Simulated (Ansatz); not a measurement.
Abridged output of a molecular run in Ansatz:

```
Functional definition: HF
1572 factors; integrals over basis functions are off by at most 9.1e-4 eV
mean field evaluation 1: about -36031.9525 eV, gradient 4.6e1 eV
mean field evaluation 2: about -36032.2764 eV, gradient 4.6e1 eV
mean field evaluation 4: about -36036.7770 eV, gradient 4.2e0 eV
mean field evaluation 8: about -36036.8617 eV, gradient 5.4e-1 eV
mean field -36036.86283080 eV, -1324.3302823691 hartree, gradient 1.7e-6 eV, S^2 0.000000; 0 other end points of the search recorded, 0 dependent functions left out
17 core orbitals not correlated: weight in the atoms' cores, before any rotation towards them, 1.000 or more for the frozen orbitals, at most 0.000 for the correlated occupied ones
reference -36036.86283080 eV, -1324.3302823691 hartree; 22, 22 occupied and 188, 188 virtual orbitals, 1572 factors
second order -34.36941523 eV of doubles, -0.00000000 eV of singles
cycle   1  -33.82859891 eV  change    5.4e-1 eV  update   1.4e-1
cycle   2  -34.68580389 eV  change   -8.6e-1 eV  update   4.5e-2
cycle   3  -34.88372503 eV  change   -2.0e-1 eV  update   2.2e-2
cycle   4  -34.87261011 eV  change    1.1e-2 eV  update   6.3e-3
cycle   5  -34.86860839 eV  change    4.0e-3 eV  update   2.7e-3
cycle   6  -34.87114699 eV  change   -2.5e-3 eV  update   8.3e-4
cycle   7  -34.87144787 eV  change   -3.0e-4 eV  update   3.4e-4
cycle   8  -34.87141157 eV  change    3.6e-5 eV  update   1.2e-4
cycle   9  -34.87145433 eV  change   -4.3e-5 eV  update   5.0e-5
perturbative correction -1.46884731 eV, -0.0539791430 hartree
Total energy: -36073.20313244 eV, -1325.6657638221 hartree
```

Its atoms:

Cartesian coordinates in Å:
```
N 0.640 0.325 2.614
C 0.345 0.193 1.509
Sn -0.149 -0.058 -0.498
F -2.021 0.170 -0.627
Cl 0.348 -2.161 -1.206
Cl 0.837 1.531 -1.791
```

Question: Which basis set was used?
A. def2-TZVPPD
B. cc-pV(Q+d)Z
C. def2-TZVPP
D. def2-SVPD

Answer: C. It gives 227 functions.

Question: Write the keys of the input that set method, charge and spin (a neutral closed shell needs none for the last two).

Answer: 
```yaml
correlation: {method: ccsd_t}
```
